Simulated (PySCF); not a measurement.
Si(H)(Me)3, SMILES C[SiH](C)C at its B3LYP/def2-SVP optimised geometry (Å):

```
14

Si     0.1021    -1.1674     0.0000
C     -0.4990    -2.0642    -1.5532
C     -0.4991    -2.0641     1.5532
C     -0.4992     0.6260     0.0000
H      1.6011    -1.1674     0.0000
H     -1.6009    -2.0886    -1.5972
H     -0.1373    -1.5646    -2.4670
H     -0.1387    -3.1059    -1.5766
H     -0.1394    -1.5631     2.4670
H     -1.6010    -2.0907     1.5959
H     -0.1368    -3.1051     1.5779
H     -1.6011     0.6762     0.0001
H     -0.1383     1.1674    -0.8901
H     -0.1381     1.1674     0.8900
```

Method: PySCF 2.14.0 with B3LYP/def2-TZVP. Cells within 0.4 Å of a nucleus heavier than hydrogen are left out (blank, or x).

Map of the log10 of the electron density (e/bohr³), floored at −4 on the plane z = 0.0 Å:

```
|0000000000000000000000000000000|
|0000000000000000000000000000000|
|0000000000000000000000000000000|
|0000000000000000000000000000000|
|0000000000011111100000000000000|
|0000000001122222211000000000000|
|0000000112233333322100000000000|
|0000001223344444432210000000000|
|0000012334455555543210000000000|
|0000123445566666554321000000000|
|0001234556677777654321000000000|
|0001234567788887765321100000000|
|000123567888xxx8765432110000000|
|000123567888xxx8765432211000000|
|0001234567788x88765443322100000|
|0000234566778888765554433210000|
|0000123455667787766655543321000|
|0000012344566777776666654321000|
|000001223455678x987777765431000|
|00000012344567xxx97788765432100|
|000001123445679xx97788765432100|
|0000011234456789977777665421000|
|0000012234456677666666654321000|
|0000011234455666665555543221000|
|0000011233445555555444432210000|
|0000001223344555444333322100000|
|0000001122334444433322211000000|
|0000000112233333332211100000000|
|0000000011122333222110000000000|
|0000000000112222211000000000000|
|0000000000011111110000000000000|
```
Scale: ten equal steps from -4.00 (start of '0') to -0.062 (end of '9'), in the order '0123456789'; x runs from -4.00 to 4.00, y from -4.00 (bottom) to 4.00 (top).
